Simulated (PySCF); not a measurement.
**A survey of 19F NMR shifts**

[PySCF 2.14.0 with density-fitted response routines: shieldings: GIAO PBE0/pcSseg-1; GFN2-xTB geometry; non-relativistic; no solvent; single conformer; fast rotation and ring inversion assumed for equivalent nuclei]

Shieldings were converted by a linear fit to measured shifts: 19F: δ = 146.13 − 0.903σ +14.6 on sp3 carbon (rms 6.0 ppm, 223 shifts, 7.0 ppm with the 5 outliers that the fit left out vs CFCl3, solution or neat liquid). Occasional misses reach two or three times the rms, and more in compound classes unlike the fitted ones.

Question: Give the 19F shifts of `O=[P@@H](C(F)=C(F)F)C1CC1`, `Fc1cc(F)c2c(c1)O[C@@H](F)CO2`.

Answer: 
```json
{"compound": "[O:1]=[P@@H:2]([C:3]([F:4])=[C:5]([F:6])[F:7])[CH:8]1[CH2:9][CH2:10]1", "environment": "F7: vinylic fluorine", "δ (ppm)": "-77.9"}
{"compound": "[O:1]=[P@@H:2]([C:3]([F:4])=[C:5]([F:6])[F:7])[CH:8]1[CH2:9][CH2:10]1", "environment": "F6: vinylic fluorine", "δ (ppm)": "-108.7"}
{"compound": "[O:1]=[P@@H:2]([C:3]([F:4])=[C:5]([F:6])[F:7])[CH:8]1[CH2:9][CH2:10]1", "environment": "F4: vinylic fluorine", "δ (ppm)": "-207.9"}
{"compound": "[F:1][c:2]1[cH:3][c:4]([F:5])[c:6]2[c:7]([cH:8]1)[O:9][C@@H:10]([F:11])[CH2:12][O:13]2", "environment": "F1: aryl fluorine", "δ (ppm)": "-119.5"}
{"compound": "[F:1][c:2]1[cH:3][c:4]([F:5])[c:6]2[c:7]([cH:8]1)[O:9][C@@H:10]([F:11])[CH2:12][O:13]2", "environment": "F11: fluorine on an sp3 carbon", "δ (ppm)": "-129.2"}
{"compound": "[F:1][c:2]1[cH:3][c:4]([F:5])[c:6]2[c:7]([cH:8]1)[O:9][C@@H:10]([F:11])[CH2:12][O:13]2", "environment": "F5: aryl fluorine", "δ (ppm)": "-132.0"}
```

Question: Match the shifts -68.2, -80.0, -158.2, -181.1 ppm to `N#CC#C[C@@H](F)C#N`, `CCOC1=C(F)N(C)CC1`, `C[P@@]1(=O)C=C(F)CC1`, `O=C1C=C(C(F)(F)F)C1`.

Answer: -68.2: O=C1C=C(C(F)(F)F)C1 (fluorine of a CF3 group); -80.0: C[P@@]1(=O)C=C(F)CC1 (vinylic fluorine); -158.2: CCOC1=C(F)N(C)CC1 (vinylic fluorine); -181.1: N#CC#C[C@@H](F)C#N (fluorine on an sp3 carbon).
